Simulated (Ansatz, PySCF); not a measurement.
This PySCF input computes a PBE/def2-TZVPD energy:

```python
from pyscf import gto, scf, dft

mol = gto.M(
    atom='''
    Si    0.33438201    0.06043928   -0.10984334
    Cl   -0.36975642   -0.15122136    1.79964164
    Cl   -1.15573289   -0.07629187   -1.47472062
    O     0.95267274    1.57879298    0.03893271
    O     1.42251132   -1.06368825   -0.53189218
    H     2.25049786   -1.09926305   -0.04217513
    ''',
    basis='def2-tzvpd',
    charge=0,
    spin=1,
    verbose=4,
)

mf = dft.UKS(mol, xc='pbe').density_fit(auxbasis='def2-universal-jkfit')
mf.grids.level = 3
mf.conv_tol = 1e-9
mf.max_cycle = 100
mf.max_memory = 1500
mf.kernel()
if not mf.converged:
    mf = mf.newton()
    mf.kernel(mf.make_rdm1())
for _ in range(2):
    mo, _, stable, _ = mf.stability(return_status=True)
    if stable:
        break
    mf.kernel(mf.make_rdm1(mo, mf.mo_occ))
mf.analyze()
```

Write an input for the same energy in Ansatz (a first-principles code) and say what it gives.


Ansatz 0.2 input:
```yaml
crystal:
  periodic: [false, false, false]
  atoms:
    - {symbol: Si, position_ang: [0.33438201, 0.06043928, -0.10984334]}
    - {symbol: Cl, position_ang: [-0.36975642, -0.15122136, 1.79964164]}
    - {symbol: Cl, position_ang: [-1.15573289, -0.07629187, -1.47472062]}
    - {symbol: O, position_ang: [0.95267274, 1.57879298, 0.03893271]}
    - {symbol: O, position_ang: [1.42251132, -1.06368825, -0.53189218]}
    - {symbol: H, position_ang: [2.25049786, -1.09926305, -0.04217513]}
basis:
  gaussian:
    orbitals: def2-TZVPD
hamiltonian:
  xc: {name: PBE}
magnetization: {spin_polarized: true, initial_magnetization: 1}
output: {forces: true}
```
It gives -1360.49601 Eh, and PySCF -1360.49608 Eh, a difference of 0.07 mEh, from the treatment of integrals and grids.

It need not be the lowest isomer of its formula.
